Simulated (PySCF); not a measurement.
## Diatomic anions of H with the alkali metals

PBE0 with double-zeta basis sets in PySCF, for the lowest determinant that a PBE0 search found; no spin–orbit coupling. De refers to high-spin ground-configuration atoms (the charge goes to the atom of lower measured ionisation energy or higher electron affinity, which is not always the lowest computed limit). A positive dipole points towards H; it is taken about the centre of mass and depends on that origin.

```tsv
M	basis	charged atom	state (unpaired electrons)	Re (Å)	ωe (cm⁻¹)	De (eV)	μ (D)
Li	aug-pcseg-1	H−	doublet (σ ↑)	1.682	1168	2.07	4.07
K	aug-pcseg-1	H−	doublet (σ ↑)	2.379	786	1.52	2.29
Rb	aug-cc-pVDZ-X2C/aug-cc-pVDZ-DK	H−	doublet (σ ↑)	2.547	728	1.41	2.54
```

Q: The row for M = Na is missing. Estimate Re, ωe and De as the mean of the rows for Li and K, and compare with the calculation.

A: The means are 2.030 Å, 977 cm⁻¹ and 1.79 eV. PBE0 in aug-pcseg-1 gives NaH⁻ as a doublet (σ ↑) with Re = 2.019 Å, ωe = 906 cm⁻¹, De = 1.58 eV, so the estimate is off by +1.1 pm, +8 % and +0.21 eV.

The rows differ in basis set, which adds steps of its own.

Spin–orbit coupling is left out. For an ion De counts to the pair picked by the measured ionisation energies or electron affinities, which need not be the lowest pair at this level. The highest Kohn–Sham level is positive in some of these anions. Much of that is self-interaction error, but it also means that the finite basis helps to hold the extra electron. States were picked by a PBE0 search and need not be the measured ground states.
